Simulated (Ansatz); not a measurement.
Frontier orbitals of C₃H₄AlClO₃ (`[OH][Al-]1([Cl])[O]C=CC=[O+]1`).

```xyz
12

O     1.7491   -1.2551   -1.5912
Al    0.2164   -1.1028   -0.8918
Cl   -1.2915   -2.5062   -1.3431
O    -0.4263    0.5759   -1.1654
C    -0.6602    1.4365   -0.2647
C    -0.4566    1.2572    1.0971
C     0.0546    0.0684    1.6006
O     0.3706   -0.9487    0.9134
H     1.9769   -1.9585   -2.1944
H    -1.0526    2.3945   -0.6178
H    -0.6913    2.0627    1.7779
H     0.2109   -0.0238    2.6792
```

Total charge 0; spin multiplicity 1. The structure was optimised at the PBE0-D4/def2-TZVP level. It is one conformer, not always the lowest. Basis def2-TZVPP, the Gaussian-basis code of Ansatz.

```json
{"functional": "LDA (SPW92)", "HOMO (eV)": "-7.11", "LUMO (eV)": "-3.83", "gap (eV)": "3.28"}
{"functional": "PBE", "HOMO (eV)": "-6.92", "LUMO (eV)": "-3.57", "gap (eV)": "3.35"}
{"functional": "B97M-V", "HOMO (eV)": "-7.20", "LUMO (eV)": "-3.36", "gap (eV)": "3.84"}
{"functional": "PBE0", "HOMO (eV)": "-8.09", "LUMO (eV)": "-2.69", "gap (eV)": "5.40"}
{"functional": "LC-ωPBE", "HOMO (eV)": "-10.64", "LUMO (eV)": "-0.48", "gap (eV)": "10.16"}
{"functional": "ωB97M-V", "HOMO (eV)": "-10.22", "LUMO (eV)": "-0.55", "gap (eV)": "9.67"}
```

From PBE to PBE0 the HOMO moves by −1.17 eV and the LUMO by +0.88 eV, and with ωB97M-V by −3.29 and +3.02 eV, so the gap grows from 3.36 to 9.67 eV with exact exchange.

LC-ωPBE has ω = 0.4 bohr⁻¹.
